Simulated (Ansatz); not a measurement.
The same path of CH₆FPSi (10 atoms, charge 0, multiplicity 1) was run 3 times with different band settings. The coordinate that changes most is the dihedral C1–Si2–P4–H10.

All numbers below come from RKS B3LYP/def2-mTZVP (Ansatz).

Relaxed end points:

```xyz
10
Properties=species:S:1:pos:R:3
C 0.040 1.361 0.102
Si -0.320 -0.385 0.670
F 0.473 -0.624 2.066
P 0.317 -2.056 -0.733
H -0.498 1.592 -0.820
H -0.269 2.085 0.859
H 1.105 1.509 -0.087
H -1.766 -0.563 0.947
H -0.491 -1.572 -1.804
H 1.493 -1.399 -1.196
```

```xyz
10
Properties=species:S:1:pos:R:3
C 0.476 1.388 0.402
Si -0.391 -0.266 0.446
F -0.193 -0.924 1.917
P 0.554 -1.711 -1.032
H 0.324 1.891 -0.557
H 0.090 2.046 1.183
H 1.551 1.282 0.556
H -1.853 -0.104 0.260
H -0.524 -2.640 -1.003
H 0.049 -1.014 -2.169
```

Common settings: movable images 7; spring 5.0 eV/Å²; start path IDPP; force threshold 0.03 eV/Å; iteration limit 60; end points relaxed.

| run | climbing image | optimiser | largest step |
| --- | --- | --- | --- |
| 1 | yes | quadratic models (default) | default |
| 2 | from the first iteration | fire | default |
| 3 | yes | lbfgs | 0.02 Å |

**Question.** What does each run give, and how far can it be trusted?

**Answer.** Run 1: converged after 5 iterations, highest image 0.027 eV above the first end. A vibrational analysis at the climbing image gives one clearly imaginary mode, 117i cm⁻¹: a first-order saddle point.
Run 2: converged after 22 iterations, highest image 0.027 eV above the first end. Another band between the same ends (7 images) ends at a top of the same energy, where a vibrational analysis finds 1 clearly imaginary mode.
Run 3: converged after 32 iterations, highest image 0.027 eV above the first end. Another band between the same ends (7 images) ends at a top of the same energy, where a vibrational analysis finds 1 clearly imaginary mode.
